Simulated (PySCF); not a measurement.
**Spin-rotation constants: SMILES C(#N)[Se]C=C=O, C₃HNOSe**

Geometry:
| atom | x (Å) | y (Å) | z (Å) |
| --- | --- | --- | --- |
| N1 | -2.673 | 1.031 | 0.255 |
| C2 | -1.926 | 0.316 | -0.241 |
| Se3 | -0.732 | -0.824 | -1.026 |
| C4 | 0.678 | -0.596 | 0.268 |
| C5 | 1.602 | 0.256 | -0.047 |
| O6 | 2.393 | 1.027 | -0.389 |
| H7 | 0.661 | -1.205 | 1.152 |

Method: PySCF 2.14.0, GIAO CAM-B3LYP/pcSseg-1 magnetisability, rotational g tensor and spin-rotation constants, non-relativistic, gas phase. Geometry: GFN2-xTB.

The calculation is non-relativistic, which matters for the atoms heavier than Zn.

Q: Give the nuclear spin-rotation constants along the inertial axes (H = +C I·J) beside the isotropic shieldings.

A: Rotational constants 4.1250, 1.5772, 1.2464 GHz. A star marks the isotopologue with that one atom substituted, in its own axes.
| atom | isotope | Caa (kHz) | Cbb (kHz) | Ccc (kHz) | mean (kHz) | σ (ppm) |
| --- | --- | --- | --- | --- | --- | --- |
| N1 | 14N | 0.777 | 0.159 | 0.322 | 0.420 | -88.9 |
| H7 | 1H | -0.475 | -0.182 | 0.067 | -0.197 | 27.7 |
| C2 | 13C* | 1.337 | 0.190 | 0.564 | 0.697 | 64.6 |
| Se3 | 77Se* | 5.303 | 3.037 | 2.384 | 3.575 | 1540.3 |
| C4 | 13C* | 0.608 | 0.168 | 0.227 | 0.334 | 165.5 |
| C5 | 13C* | 1.396 | 0.788 | 0.483 | 0.889 | -10.0 |
| O6 | 17O* | -1.381 | -0.708 | -0.324 | -0.804 | -34.6 |

For the geometry as given, no vibrational averaging.
